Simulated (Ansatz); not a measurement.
Reaction (ligand exchange at a Ga–C bond): `B[CH]([GaH2])[SiH2]F` + HCl → `[Cl][GaH2]` + `BC[SiH2]F`

Computed with Ansatz on PBE0-D4/def2-TZVP structures; ΔE is electronic, products minus reactants. CCSD(T)/CBS is the MP2 limit (def2-TZVPP, def2-QZVPP) plus CCSD(T) − MP2 in def2-TZVPP, frozen cores. This one scheme is used for every species. Functionals use def2-TZVPP. B3LYP here is the variant with VWN-RPA as its local correlation; programs differ in this. For Ga outer-core shells are correlated without core-valence functions, which leaves a few kJ/mol of doubt a bond. Scalar relativity is left out up to krypton. One conformer a species, not always the lowest.

`B[CH]([GaH2])[SiH2]F`:

Cartesian coordinates in Å:
```
B -0.788 -1.340 -0.382
C 0.350 -0.507 0.198
Ga 1.141 0.415 -1.386
Si -0.385 0.828 1.252
F -1.297 0.180 2.401
H -1.737 -0.796 -0.880
H -0.755 -2.537 -0.379
H 1.146 -1.060 0.701
H 2.663 0.154 -1.632
H 0.252 1.330 -2.288
H 0.660 1.616 1.956
H -1.250 1.715 0.439
```

HCl:

```xyz
2

Cl   -0.101    0.624   -0.095
H     0.101   -0.624    0.095
```

`[Cl][GaH2]`:

Z-matrix (Å, degrees):
```
Ga
Cl 1 2.149
H 1 1.556 2 115.2
H 1 1.556 2 115.2 3 -180.0
```

`BC[SiH2]F`:

Z-matrix (Å, degrees):
```
C
Si 1 1.871
B 1 1.537 2 111.4
H 1 1.096 2 103.5 3 -122.4
H 1 1.096 2 103.5 3 122.4
F 2 1.602 1 107.7 3 -179.6
H 2 1.482 1 111.8 3 -61.9
H 2 1.482 1 111.7 3 62.7
H 3 1.197 1 120.7 2 88.6
H 3 1.197 1 120.7 2 -88.5
```

| level | ΔE (kJ/mol) | difference from CCSD(T)/CBS |
| --- | --- | --- |
| PBE-D4 | -94.7 | -2.4 |
| r2SCAN-D4 | -103.2 | -10.9 |
| PBE0-D4 | -98.8 | -6.5 |
| B3LYP-D4 | -103.8 | -11.5 |
| ωB97X-V | -104.8 | -12.5 |
| ωB97M-V | -101.6 | -9.3 |
| B2PLYP | -107.5 | -15.2 |
| PBE | -101.5 | -9.2 |
| r2SCAN | -105.0 | -12.7 |
| PBE0 | -104.9 | -12.6 |
| B3LYP | -115.0 | -22.7 |
| HF/def2-TZVPP | -135.1 | -42.8 |
| MP2/def2-TZVPP | -91.4 | 0.9 |
| SCS-MP2/def2-TZVPP | -97.6 | -5.3 |
| CCSD/def2-TZVPP | -97.5 | -5.2 |
| CCSD(T)/def2-TZVPP | -92.5 | -0.2 |
| HF/def2-QZVPP | -135.5 | -43.2 |
| MP2/def2-QZVPP | -91.4 | 0.9 |
| SCS-MP2/def2-QZVPP | -98.2 | -5.9 |
| HF/CBS(def2) | -135.5 | -43.2 |
| MP2/CBS(def2) | -91.2 | 1.1 |
| CCSD/CBS(def2) | -97.3 | -5.0 |
| CCSD(T)/CBS | -92.3 | 0 |

Largest T1 diagnostic among the species: 0.013.

In def2-TZVPP, CCSD(T) changes the Hartree–Fock value by +42.7 kJ/mol (the triples alone add +5.1 kJ/mol) and MP2 by +43.8 kJ/mol. The D4 term adds +11.1 kJ/mol with B3LYP and +6.1 kJ/mol with PBE0; it sums over pairs of atoms, weighted by their polarisabilities, and B3LYP, whose exchange is more repulsive, gets the larger term.
